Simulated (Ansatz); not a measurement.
CH4FNSi (`N=C[SiH2]F`), one more setting.

```yaml
crystal:
  periodic: [false, false, false]
  atoms:
    - {symbol: N, position_ang: [-0.548064, 1.630019, -0.638273]}
    - {symbol: C, position_ang: [0.127151, 0.960971, 0.203101]}
    - {symbol: Si, position_ang: [0.232225, -0.917405, 0.225584]}
    - {symbol: F, position_ang: [-0.683085, -1.419369, -0.988597]}
    - {symbol: H, position_ang: [-1.027594, 1.015279, -1.301384]}
    - {symbol: H, position_ang: [0.676757, 1.540548, 0.955879]}
    - {symbol: H, position_ang: [1.619939, -1.388413, -0.000630]}
    - {symbol: H, position_ang: [-0.305128, -1.478632, 1.488519]}
basis:
  gaussian: {orbitals: def2-mTZVPP, fitting: {mean_field: cc-pVTZ-jkfit}, final_grid: {core_spheres: 8, valence_spheres: 7, degree: 23}}
hamiltonian: {xc: {name: r2SCAN50}, dispersion: d4}
output: {forces: true}
```

```sh
$ ansatz run in.yaml --threads 2 --pin off --events-out ev --progress --plain --max-ram 4352MiB
```

Output, abridged:

```
Functional definition: r2SCAN50
478 factors; integrals over basis functions are off by at most 2.5e-1 eV
mean field evaluation 1: about -13180.8834 eV, gradient 4.5e1 eV
mean field evaluation 2: about -13180.1506 eV, gradient 5.0e1 eV
mean field evaluation 4: about -13184.6499 eV, gradient 2.5e0 eV
mean field evaluation 8: about -13184.6598 eV, gradient 3.9e-2 eV
mean field -13184.65982710 eV, -484.5273117624 hartree, gradient 5.7e-5 eV, S^2 0.000000; 0 other end points of the search recorded, 0 dependent functions left out
reference -13184.65983344 eV, -484.5273119956 hartree; 20, 20 occupied and 94, 94 virtual orbitals, 478 factors
Total energy: -13184.70195017 eV, -484.5288597567 hartree
Atom 0 at    -0.548064     1.630019    -0.638273 Å, force     0.219751    -0.735479     0.244744 eV/Å
Atom 1 at     0.127151     0.960971     0.203101 Å, force    -0.258293     0.427463    -0.313397 eV/Å
Atom 2 at     0.232225    -0.917405     0.225584 Å, force    -0.111257    -0.176621    -0.154542 eV/Å
Atom 3 at    -0.683085    -1.419369    -0.988597 Å, force     0.252806     0.174546     0.336661 eV/Å
Atom 4 at    -1.027594     1.015279    -1.301384 Å, force     0.235545     0.263008     0.323525 eV/Å
Atom 5 at     0.676757     1.540548     0.955879 Å, force    -0.175800    -0.153173    -0.239551 eV/Å
Atom 6 at     1.619939    -1.388413    -0.000630 Å, force    -0.255541     0.091929     0.036428 eV/Å
Atom 7 at    -0.305128    -1.478632     1.488519 Å, force     0.092789     0.108327    -0.233868 eV/Å
Dipole moment:     0.236903    -0.260185     0.291585 e Å
```

It took 1.7 s on 2 threads of an Arm Neoverse V1 on a shared host, with 0.13 GiB of host memory at the peak.
